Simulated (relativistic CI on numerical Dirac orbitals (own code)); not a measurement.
## Calculated levels, Cu2+

Calculated at this level of theory: Dirac-Coulomb-Breit CI, KLI orbitals optimised for each configuration, model QED (radiative potential, 1s self-energy scaled to tabulated hydrogen-like ionisation energies), valence Slater integrals scaled by 0.85, P86 correlation energy added to each configuration (own radial code, finite nucleus).

CI space (outside the closed core [Ar]): 3d9, 3d8 4s, 3d8 4p, 3d7 4s2, 3d8 5s, 3d8 4d, 3d8 5p, 3d7 4s 4p, 3d8 4f, 3d8 6s, 3d8 5d, 3d8 6p, 3d8 5f, 3d8 5g, 3d8 6d, 3d8 6f, 3d7 4p2, 3d7 4s 5s. Levels of other configurations are missing.

The lowest level is 3d9 2D_5/2, with 100 % of that term; Hund's rules for 3d9 give 2D with J = 5/2, in agreement.

```csv
No.,Configuration,Term,J,E (eV),%,Next component (%),Lifetime (s)
1,3d9,2D,5/2,0.0000,100,,
2,3d9,2D,3/2,0.2456,100,,7.95e+00
3,3d8(3F) 4s,4F,9/2,6.8680,100,,2.94e+01
4,3d8(3F) 4s,4F,7/2,7.0212,98,2 2F,4.17e-01
5,3d8(3F) 4s,4F,5/2,7.1511,99,1 2F,9.40e-01
6,3d8(3F) 4s,4F,3/2,7.2410,99,1 2D,3.41e+00
7,3d8(3F) 4s,2F,7/2,7.6638,97,2 4F,6.87e-03
8,3d8(3F) 4s,2F,5/2,7.9010,98,1 2D,6.57e-03
9,3d8(1D) 4s,2D,5/2,9.0825,59,40 4P,1.69e-02
10,3d8(1D) 4s,2D,3/2,9.1601,86,10 4P,1.04e-02
11,3d8(3P) 4s,4P,3/2,9.3938,90,10 2D,9.05e-02
12,3d8(3P) 4s,4P,5/2,9.3998,60,40 2D,2.20e-02
13,3d8(3P) 4s,4P,1/2,9.4186,99,,1.68e+00
14,3d8(3P) 4s,2P,3/2,10.0620,97,3 2D,2.09e-03
15,3d8(3P) 4s,2P,1/2,10.1487,99,,2.02e-03
16,3d8(1G) 4s,2G,9/2,10.2551,100,,5.76e-03
17,3d8(1G) 4s,2G,7/2,10.2589,100,,6.28e-03
18,3d8(3F) 4p,4D°,7/2,13.8808,96,3 4F°,1.55e-09
19,3d8(3F) 4p,4D°,5/2,14.0842,96,3 4F°,1.52e-09
20,3d8(3F) 4p,4G°,9/2,14.1826,64,20 2G°,1.46e-09
21,3d8(3F) 4p,4G°,11/2,14.2049,100,,1.34e-09
22,3d8(3F) 4p,4D°,3/2,14.2375,97,2 4F°,1.51e-09
23,3d8(3F) 4p,4G°,7/2,14.3166,77,14 4F°,1.42e-09
24,3d8(3F) 4p,4D°,1/2,14.3301,99,1 2P°,1.50e-09
25,3d8(3F) 4p,4F°,9/2,14.4157,80,13 2G°,1.33e-09
26,3d8(3F) 4p,4G°,5/2,14.4287,91,8 4F°,1.41e-09
27,3d8(3F) 4p,4F°,7/2,14.5412,72,13 4G°,1.28e-09
28,3d8(3F) 4p,2G°,9/2,14.5615,67,30 4G°,1.50e-09
29,3d8(3F) 4p,4F°,5/2,14.6390,84,8 4G°,1.30e-09
30,3d8(1S) 4s,2S,1/2,14.6624,99,,1.10e-03
31,3d8(3F) 4p,4F°,3/2,14.6878,93,5 2D°,1.32e-09
32,3d8(3F) 4p,2G°,7/2,14.7712,78,14 2F°,1.45e-09
33,3d8(3F) 4p,2F°,7/2,14.8564,75,12 2G°,1.02e-09
34,3d8(3F) 4p,2D°,5/2,14.8972,77,22 2F°,6.30e-10
35,3d8(3F) 4p,2F°,5/2,15.0888,73,21 2D°,7.81e-10
36,3d8(3F) 4p,2D°,3/2,15.0924,94,4 4F°,6.07e-10
37,3d8(3P) 4p,4P°,3/2,16.1555,69,19 2P°,1.30e-09
38,3d8(3P) 4p,4P°,5/2,16.1668,65,23 2D°,1.17e-09
39,3d8(3P) 4p,4P°,1/2,16.2287,83,16 2P°,1.56e-09
40,3d8(1D) 4p,2F°,5/2,16.3001,82,14 4P°,1.23e-09
41,3d8(1D) 4p,2F°,7/2,16.3849,90,9 4D°,1.14e-09
42,3d8(1D) 4p,2P°,1/2,16.4383,82,17 4P°,1.50e-09
43,3d8(1D) 4p,2D°,3/2,16.4385,68,21 4P°,7.52e-10
44,3d8(1D) 4p,2D°,5/2,16.5260,76,19 4P°,7.55e-10
45,3d8(1D) 4p,2P°,3/2,16.5392,70,21 2D°,1.20e-09
46,3d8(3P) 4p,4D°,5/2,16.8603,84,10 2D°,1.21e-09
47,3d8(3P) 4p,4D°,3/2,16.8683,94,4 2D°,1.24e-09
48,3d8(3P) 4p,4D°,1/2,16.8706,98,1 2P°,1.30e-09
49,3d8(3P) 4p,4D°,7/2,16.8837,89,10 2F°,1.19e-09
50,3d8(3P) 4p,2D°,5/2,17.1163,86,11 4D°,1.13e-09
51,3d8(1G) 4p,2H°,9/2,17.1928,99,1 2G°,1.55e-09
52,3d8(3P) 4p,2D°,3/2,17.2174,78,20 2P°,7.24e-10
53,3d8(3P) 4p,2P°,3/2,17.2751,75,20 2D°,4.34e-10
54,3d8(1G) 4p,2H°,11/2,17.3126,100,,1.47e-09
55,3d8(1G) 4p,2F°,7/2,17.3721,97,2 4D°,6.37e-10
56,3d8(3P) 4p,2P°,1/2,17.4275,90,8 2S°,3.93e-10
57,3d8(1G) 4p,2F°,5/2,17.4626,98,1 2D°,6.05e-10
58,3d8(3P) 4p,4S°,3/2,17.4811,95,3 2P°,1.09e-09
59,3d8(3P) 4p,2S°,1/2,17.5282,90,9 2P°,1.08e-09
60,3d8(1G) 4p,2G°,7/2,18.0033,98,1 2F°,1.24e-09
61,3d8(1G) 4p,2G°,9/2,18.0244,99,1 2H°,1.24e-09
62,3d7 4s2,4F,9/2,19.5134,96,3 3d7 4p2 4F,1.13e-07
63,3d7 4s2,4F,7/2,19.7057,96,3 3d7 4p2 4F,1.05e-07
64,3d7 4s2,4F,5/2,19.8420,96,3 3d7 4p2 4F,1.01e-07
65,3d7 4s2,4F,3/2,19.9336,96,3 3d7 4p2 4F,9.89e-08
66,3d8(1S) 4p,2P°,1/2,21.9084,99,,9.19e-10
67,3d8(1S) 4p,2P°,3/2,22.0449,99,,9.43e-10
68,3d7 4s2,2G,9/2,22.0724,91,3 2H,1.76e-08
69,3d7 4s2,4P,5/2,22.0737,93,3 3d7 4p2 4P,1.08e-08
70,3d7 4s2,4P,3/2,22.1150,87,7 2P,1.34e-08
```

Energies count from the lowest computed level; ° marks odd parity; lifetimes are radiative, by E1, M1, E2 decay to levels of this space only. Percentages are summed over parent terms; the parents shown are those of the largest component, closed shells are left out there.

The mean weight of the leading LS term, summed over parents, in these 70 levels is 89 %, and that of the leading jj configuration (from the same eigenvectors) 58 %, so LS coupling describes them better.

For a near-neutral ion this model can misplace configurations by up to about 10,000 cm⁻¹ (more where the count of f electrons changes) and terms by 10 to 25 % of their spread. Rates follow the energies as ν³ (E1, M1) or ν⁵ (E2), so they and the lifetimes can be off by large factors. The fine structure of a lone outer electron comes out too small, for d and f at times inverted, and misplaced configurations move strength between like terms. 60 of the 60 excited levels that our extract of the measured tables holds in this range could be paired (the sources list more); they are missed by 6477 cm⁻¹ on average and 8833 at most, and levels without a partner can miss by more.

LS names give the leading component of a level, which can be under half, so a name can repeat, a term be missing and a line seem to break the LS rules.
